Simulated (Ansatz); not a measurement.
The cluster Bi₃S₃⁺. Total charge 1; singlet. Geometry PBE-D4/def2-SVP; atoms count from 1.

Cartesian coordinates in Å:
```
Bi -1.3003 0.6156 -1.4452
Bi 3.6959 0.4595 -0.4282
Bi -0.7668 -0.8748 1.6838
S 1.3653 0.1742 -0.1517
S -1.3829 -1.8048 -0.6196
S -1.6112 1.4303 0.9609
```

In the def2 sets Bi takes a core potential; there is no spin–orbit coupling. The restricted singlet is unstable towards broken spin symmetry at other levels; at PBE0-D4/def2-TZVP this wasn't settled. Another isomer (singlet) lies 1.98 eV lower at PBE0-D4/def2-TZVP; other spin states weren't run for this one.

Q: Estimate the Mulliken populations from the PBE0/def2-TZVP orbitals of Ansatz.

A: 
```json
{"atom": "Bi1", "charge (e)": "0.72"}
{"atom": "Bi2", "charge (e)": "0.55"}
{"atom": "Bi3", "charge (e)": "0.72"}
{"atom": "S4", "charge (e)": "-0.33"}
{"atom": "S5", "charge (e)": "-0.33"}
{"atom": "S6", "charge (e)": "-0.33"}
```
Mulliken values depend strongly on the basis.

Q: And the Mayer bond orders between heavy atoms (over 0.3)?

A: Bi1–S4 0.40 (3.00 Å); Bi1–S5 1.09 (2.56 Å); Bi1–S6 1.09 (2.56 Å); Bi2–S4 1.73 (2.36 Å); Bi3–S4 0.39 (3.00 Å); Bi3–S5 1.09 (2.56 Å); Bi3–S6 1.09 (2.56 Å).
